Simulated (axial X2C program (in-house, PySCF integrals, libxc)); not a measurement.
**MoI: the levels of the configuration d5 s0 p(π)0**

Computed with an in-house all-electron X2C program for linear molecules (integrals from PySCF): two-component X2C with atomic mean-field Coulomb and Gaunt terms, basis Mo dyall-v3z, I dyall-v3z (cores contracted in-house). Orbitals come from Hartree–Fock averaged over the configuration Mo d5 s0 p(π)0; CI then distributes these electrons over the d, s, p(π) shells of Mo.

R = 2.753 Å (near the minimum of the configuration average).

Active spinors (ω > 0):

| shell | ω | ε (eV) | character |
| --- | --- | --- | --- |
| d | 3/2 | -2.89 | 99% Mo d |
| d | 1/2 | -2.88 | 87% Mo d, 9% Mo s |
| d | 1/2 | -2.73 | 86% Mo d, 10% Mo s |
| d | 5/2 | -2.73 | 100% Mo d |
| d | 3/2 | -2.70 | 96% Mo d |
| s | 1/2 | 2.05 | 78% Mo s, 16% Mo p |
| p(π) | 1/2 | 0.90 | 96% Mo p |
| p(π) | 3/2 | 0.93 | 95% Mo p |

Lowest levels of this model:

```csv
Ω,energy (cm⁻¹),g∥,μ (D),configuration
1/2,0,2.00,-7.02,100% d5
3/2,1,6.00,-7.02,100% d5
5/2,4,10.01,-7.02,100% d5
1/2,17628,2.00,-7.01,100% d5
3/2,17646,5.99,-7.01,100% d5
1/2,18024,1.10,-7.00,100% d5
1/2,18045,2.45,-6.99,100% d5
3/2,18069,3.69,-7.00,100% d5
5/2,18110,7.85,-6.99,100% d5
3/2,18263,2.35,-7.00,100% d5
5/2,18326,6.16,-7.00,100% d5
7/2,18405,10.00,-7.00,100% d5
5/2,19712,4.00,-6.99,100% d5
7/2,19740,8.00,-7.00,100% d5
9/2,19768,12.00,-7.00,100% d5
7/2,20469,9.97,-6.96,100% d5
7/2,20878,6.04,-7.01,100% d5
9/2,20907,10.00,-7.01,100% d5
11/2,20923,14.00,-7.02,100% d5
```

g∥ is the magnitude of 2⟨Lz + ge Sz⟩ for the +Ω component. μ is positive if the I end is positive.

(1) From Ω and g∥ of the lowest level, whose 2⟨Lz + ge Sz⟩ is positive, find ⟨Sz⟩ and ⟨Lz⟩ (ge = 2.0023).

Occupations of the active spinors in the lowest level by ω, shell by shell in order of energy: -5/2: 0.37; -3/2: 0.60 0.41 0.00; -1/2: 0.53 0.49 0.00 0.00; 1/2: 0.51 0.51 0.00 0.00; 3/2: 0.46 0.55 0.00; 5/2: 0.57. The leading determinant has weight 0.10 among 649.

This point took 1.6 s on 1 thread of Intel(R) Xeon(R) 6975P-C (Granite Rapids), on a shared host.

Dynamic correlation is missing, so gaps between terms are too wide and other configurations may lie lower; the lowest level listed is that of this model, not necessarily the ground state. For d shells the ligand-field splittings (σ, π, δ) and their order can be off by a thousand cm⁻¹ or more. At most 4 roots were kept for each Ω > 0 (twice that for Ω = 0) within 3.2 eV of the lowest, so higher up levels can be missing between those listed; levels with Ω > 0 are doubly degenerate and listed once, Ω = 0 levels singly. States that fill the shells left empty in the average are placed too high.

## Answers

(1) Ω = ⟨Lz⟩ + ⟨Sz⟩ = 1/2 and ⟨Lz⟩ + ge⟨Sz⟩ = 1.000, so ⟨Sz⟩ = 0.50 and ⟨Lz⟩ = 0.00.
